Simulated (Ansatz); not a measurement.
C3H11MoN3O (`C[N]=[Mo]([NH2])(=[N]C)[O]C`) at its PBE0-D4/def2-TZVP geometry, where that method's forces vanish. Total charge 0; spin multiplicity 1. Mo takes the def2 core potential.

```json
{"atom": "C1", "x (Å)": "-0.993", "y (Å)": "-0.738", "z (Å)": "2.764"}
{"atom": "N2", "x (Å)": "-0.102", "y (Å)": "-0.590", "z (Å)": "1.672"}
{"atom": "Mo3", "x (Å)": "0.519", "y (Å)": "-0.323", "z (Å)": "0.079"}
{"atom": "N4", "x (Å)": "1.418", "y (Å)": "-1.961", "z (Å)": "-0.490"}
{"atom": "N5", "x (Å)": "-0.750", "y (Å)": "-0.035", "z (Å)": "-1.066"}
{"atom": "C6", "x (Å)": "-2.065", "y (Å)": "0.128", "z (Å)": "-1.572"}
{"atom": "O7", "x (Å)": "1.658", "y (Å)": "1.193", "z (Å)": "0.141"}
{"atom": "C8", "x (Å)": "1.981", "y (Å)": "2.099", "z (Å)": "-0.875"}
{"atom": "H9", "x (Å)": "-0.869", "y (Å)": "-1.724", "z (Å)": "3.227"}
{"atom": "H10", "x (Å)": "-2.039", "y (Å)": "-0.639", "z (Å)": "2.454"}
{"atom": "H11", "x (Å)": "-0.791", "y (Å)": "0.018", "z (Å)": "3.532"}
{"atom": "H12", "x (Å)": "1.759", "y (Å)": "-2.656", "z (Å)": "0.155"}
{"atom": "H13", "x (Å)": "1.321", "y (Å)": "-2.348", "z (Å)": "-1.416"}
{"atom": "H14", "x (Å)": "-2.187", "y (Å)": "1.122", "z (Å)": "-2.015"}
{"atom": "H15", "x (Å)": "-2.823", "y (Å)": "0.007", "z (Å)": "-0.789"}
{"atom": "H16", "x (Å)": "-2.265", "y (Å)": "-0.611", "z (Å)": "-2.356"}
{"atom": "H17", "x (Å)": "2.852", "y (Å)": "1.751", "z (Å)": "-1.442"}
{"atom": "H18", "x (Å)": "2.228", "y (Å)": "3.068", "z (Å)": "-0.428"}
{"atom": "H19", "x (Å)": "1.149", "y (Å)": "2.240", "z (Å)": "-1.575"}
```

Question: For each bond, give half the difference of the two atoms' forces along it (eV/Å; positive pushes the atoms apart) under PBE-D4, r2SCAN-D4, B3LYP-D4, ωB97M-V in def2-TZVPP. (Estimate.)

Answer: The calculation gave: 
```
  bond  length (Å)  PBE-D4  r2SCAN-D4  B3LYP-D4  ωB97M-V
 C1–N2       1.417   -0.34      -0.13      0.01     0.61
 C1–H9       1.096    0.12      -0.02     -0.07    -0.15
C1–H11       1.096    0.12      -0.03     -0.07    -0.15
Mo3–N4       1.953   -0.17      -0.02      0.12     0.19
Mo3–N5       1.733    0.53       0.32      0.20    -0.44
Mo3–O7       1.897   -0.08      -0.09      0.01     0.05
N4–H12       1.008    0.18      -0.02     -0.08    -0.04
 N5–C6       1.419   -0.31      -0.11      0.02     0.59
C6–H14       1.096    0.11      -0.03     -0.07    -0.15
C6–H16       1.096    0.12      -0.03     -0.07    -0.15
 O7–C8       1.399    0.20       0.23      0.23     0.34
C8–H17       1.097    0.08      -0.06     -0.09    -0.13
C8–H18       1.095    0.09      -0.06     -0.11    -0.14
C8–H19       1.097    0.08      -0.06     -0.08    -0.10
```

B3LYP here is the variant with VWN-RPA as its local correlation; programs differ in this.

Results of the Gaussian-basis code of Ansatz.
